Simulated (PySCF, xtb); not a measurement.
C7H2F4N2O2, SMILES o1c(nnc1C(F)(F)F)-c1ccc(F)o1.

GFN2-xTB run with xtb at its own geometry gives an orbital gap of 3.17 eV and a dipole moment of 4.53 D.

Geometry optimised at B3LYP-D3(BJ)/def2-SVP. This is a generated structure with no PubChem entry under its InChIKey; it may be hypothetical. The values are those of a single conformer.

Problem. What does ωB97X/def2-SVP (PySCF) give? (Estimate from the structure and the level; the computed values follow.)

Solution. gap 9.33 eV (levels -9.24 and 0.09 eV), dipole 3.63 D.
